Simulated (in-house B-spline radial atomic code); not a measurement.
Values are calculated unless marked as measured or tabulated.
How size changes two electrons in a hard-walled InAs dot with a donor at its centre

For InAs the NSM archive of the Ioffe Institute lists m* = 0.023 m0 and ε = 15.15. Real donors also feel a central-cell potential, which shifts the ground state. In so narrow a gap the band flattens within tens of meV, so real spacings are smaller, by up to some tenths.

Effective-mass model with parabolic bands, a uniform dielectric constant, no image charges, no central-cell or spin-orbit terms. Two-electron levels come from full CI in B-splines with partial waves to l = 5 (up to 0.001 effective hartree above the limit).

Ha* = 2.727 meV, a* = 34.86 nm.

| R (nm) | s-p spacing (meV) | J_ss (meV) | charging energy, CI (meV) | gap to the lowest triplet, CI (meV) | leading natural occupation |
| --- | --- | --- | --- | --- | --- |
| 20 | 45.9 | 8.81 | 8.62 | 43.4 | 1.998 |
| 26.2 | 27.2 | 6.79 | 6.6 | 25.3 | 1.996 |
| 32.3 | 18.4 | 5.59 | 5.41 | 16.8 | 1.995 |
| 41.8 | 11.4 | 4.41 | 4.22 | 10.2 | 1.992 |
| 60.7 | 5.88 | 3.19 | 3 | 4.98 | 1.986 |
| 85.1 | 3.36 | 2.46 | 2.25 | 2.67 | 1.978 |
| 120 | 2.04 | 1.99 | 1.75 | 1.46 | 1.967 |
| 188 | 1.3 | 1.74 | 1.41 | 0.731 | 1.950 |

(1) With what end-to-end powers of R do the columns change between the first and last rows?

(2) Where does repulsion overtake the orbital spacing, and what happens to the ratio of triplet gap to spacing?

Results:

(1) Spacing -1.59, J_ss -0.72, charging energy -0.81, triplet gap -1.82. In large dots the donor takes over: the spacing tends to 3/8 Ha* = 1.02 meV and the triplet gap to the binding of the second electron, 0.0278 Ha* = 0.0757 meV, which it nears slowly.

(2) J_ss passes the spacing between R = 120 and 188 nm. The ratio goes from 0.95 to 0.56, while the leading occupation goes from 1.998 to 1.950.
